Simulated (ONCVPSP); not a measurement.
## Pseudopotential generation for P: ONCV, PBEsol, scalar-relativistic.

P, optimised norm-conserving Vanderbilt (ONCV), made with ONCVPSP 4.0.1 (PBEsol, scalar-relativistic). Core [He], reference 2s2 2p6 3s2 3p3. Waves: 2s+3s: rc 1.00 bohr, ncon 5, nbas 8, qcut 9.6 1/bohr, 2 projectors; 2p+3p: rc 0.75 bohr, ncon 5, nbas 8, qcut 22.6 1/bohr, 2 projectors. Local part: polynomial inside 0.55 bohr (lpopt 5, dvloc0 0 Ha). Core correction: none.

Task: Estimate the cutoffs (Ha) at which the residual kinetic energy of the hardest occupied pseudo-wave falls to 1 and 0.1 mHa per electron.

Result: 178 Ha and 204 Ha.

Task: Does the potential have ghost states?

Result: No bound ghost flagged; no localised positive-energy state flagged.

Task: Which valence shell sets the plane-wave cutoff?

Result: 2p: 178 Ha for 1 mHa per electron, against 149 Ha for 3p.

Task: Tests: 2s2 2p6 3s2 3p2; 2s2 2p6 3s2 3p1; 2s2 2p6 3s2 3p0; 2s2 2p5 3s2 3p3. Which has the largest error in its energy relative to the reference configuration, and how large is it?

Result: 2s2 2p5 3s2 3p3, with +187 meV (all-electron minus pseudo) on +140.14 eV.
